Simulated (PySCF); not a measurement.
Molfile (atoms numbered from 1):
```
C7H10O
     RDKit          3D

 18 18  0  0  0  0  0  0  0  0999 V2000
    2.0372    0.4053    0.7362 C   0  0  0  0  0  0  0  0  0  0  0  0
    1.5806   -0.6898   -0.2183 C   0  0  0  0  0  0  0  0  0  0  0  0
    0.4676   -0.2084   -1.1589 C   0  0  0  0  0  0  0  0  0  0  0  0
   -0.7981    0.0764   -0.4231 C   0  0  0  0  0  0  0  0  0  0  0  0
   -1.7743   -0.8735   -0.0115 C   0  0  0  0  0  0  0  0  0  0  0  0
   -2.7375   -0.1707    0.6395 C   0  0  0  0  0  0  0  0  0  0  0  0
   -2.4343    1.1374    0.6660 O   0  0  0  0  0  0  0  0  0  0  0  0
   -1.2602    1.2787    0.0232 C   0  0  0  0  0  0  0  0  0  0  0  0
    1.2088    0.7391    1.3567 H   0  0  0  0  0  0  0  0  0  0  0  0
    2.4159    1.2608    0.1806 H   0  0  0  0  0  0  0  0  0  0  0  0
    2.8301    0.0397    1.3848 H   0  0  0  0  0  0  0  0  0  0  0  0
    2.4289   -1.0233   -0.8200 H   0  0  0  0  0  0  0  0  0  0  0  0
    1.2200   -1.5463    0.3549 H   0  0  0  0  0  0  0  0  0  0  0  0
    0.2760   -0.9816   -1.9065 H   0  0  0  0  0  0  0  0  0  0  0  0
    0.7994    0.6947   -1.6752 H   0  0  0  0  0  0  0  0  0  0  0  0
   -1.7541   -1.9299   -0.1875 H   0  0  0  0  0  0  0  0  0  0  0  0
   -3.6536   -0.4729    1.1073 H   0  0  0  0  0  0  0  0  0  0  0  0
   -0.8612    2.2705   -0.0597 H   0  0  0  0  0  0  0  0  0  0  0  0
  1  2  1  0
  2  3  1  0
  3  4  1  0
  4  5  1  0
  5  6  2  0
  6  7  1  0
  7  8  1  0
  8  4  2  0
  1  9  1  0
  1 10  1  0
  1 11  1  0
  2 12  1  0
  2 13  1  0
  3 14  1  0
  3 15  1  0
  5 16  1  0
  6 17  1  0
  8 18  1  0
M  END
```

- GFN2-xTB geometry
- GIAO PBE0/pcSseg-1 shieldings
- run in PySCF
- in vacuum, one averaged value for each set of equivalent atoms, single conformer, relativity neglected

Question: Predict the 2D correlation tables (HSQC, COSY, HMBC).

Answer: 

HSQC (one-bond C–H):
```csv
δH,δC
7.51 (H17),148.1 (C6)
7.37 (H18),145.6 (C8)
6.53 (H16),117.8 (C5)
2.56 (H14/H15),30.5 (C3)
1.48 (H12/H13),27.2 (C2)
0.90 (H9/H10/H11),14.1 (C1)
```

COSY cross peaks (H two or three bonds apart, from the bond graph; peaks can be absent where the dihedral angle is near 90°):
```csv
δH,δH
7.51 (H17),6.53 (H16)
2.56 (H14/H15),1.48 (H12/H13)
1.48 (H12/H13),0.90 (H9/H10/H11)
```

HMBC (two and three bonds, from the bond graph):
```csv
δH,δC
7.51 (H17),"145.6 (C8), 131.7 (C4), 117.8 (C5)"
7.37 (H18),"148.1 (C6), 131.7 (C4), 117.8 (C5), 30.5 (C3)"
6.53 (H16),"148.1 (C6), 145.6 (C8), 131.7 (C4), 30.5 (C3)"
2.56 (H14/H15),"145.6 (C8), 131.7 (C4), 117.8 (C5), 27.2 (C2), 14.1 (C1)"
1.48 (H12/H13),"131.7 (C4), 30.5 (C3), 14.1 (C1)"
0.90 (H9/H10/H11),"30.5 (C3), 27.2 (C2)"
```

δ = σ(ref) − σ, references computed at the same level: TMS for ¹H (σref 31.72) and ¹³C (σref 186.93).

Short H···H contacts in this conformer between protons four or more bonds apart (candidates for NOE cross peaks, intensity ∝ r⁻⁶): H10···H15 2.53 Å.

Shifts are as computed. Against solution values, carbons near 30 ppm lie about +3 ppm off and those near 130 ppm about +5 ppm. Of 1211 compounds with measured shifts, 218 miss one by over three times the rms of a fit or turn the order of signals round; such compounds aren't used in these exercises.
